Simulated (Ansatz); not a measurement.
Pulling on the H–H spacing in H10 chain (multiplicity 1 held). Energies count from the point at 0.900 Å.
Geometry at that point (charge 0, multiplicity 1):
```
atom   x (Å)   y (Å)   z (Å)
----  ------  ------  ------
H     0.0000  0.0000  0.0000
H     0.0000  0.0000  0.9000
H     0.0000  0.0000  1.8000
H     0.0000  0.0000  2.7000
H     0.0000  0.0000  3.6000
H     0.0000  0.0000  4.5000
H     0.0000  0.0000  5.4000
H     0.0000  0.0000  6.3000
H     0.0000  0.0000  7.2000
H     0.0000  0.0000  8.1000
```

Unrestricted levels (U-) break spin symmetry where that is lower. Active spaces are followed from rest. Levels need not reach the same state.

The values were computed with Ansatz (a first-principles code). Values without a source in brackets are computed.

Task: What energy at R = 3.600 Å does U-CCSD(T)/cc-pVDZ give?

Result: 381.4 kcal/mol

Task: What is the computed energy at R = 3.600 Å (FIC-MRCISD+Q on CASSCF(10,10)/cc-pVDZ)?

Result: 381.9 kcal/mol

Task: What is the computed energy at R = 3.600 Å (U-CCSD/cc-pVDZ)?

Result: 377.7 kcal/mol

Doubts at one or more of the structures used: a spin-contaminated determinant (U-CCSD/cc-pVDZ, U-CCSD(T)/cc-pVDZ); T1 above 0.05 (U-CCSD/cc-pVDZ, U-CCSD(T)/cc-pVDZ); the program's own flag: other amplitudes (U-CCSD/cc-pVDZ, U-CCSD(T)/cc-pVDZ).
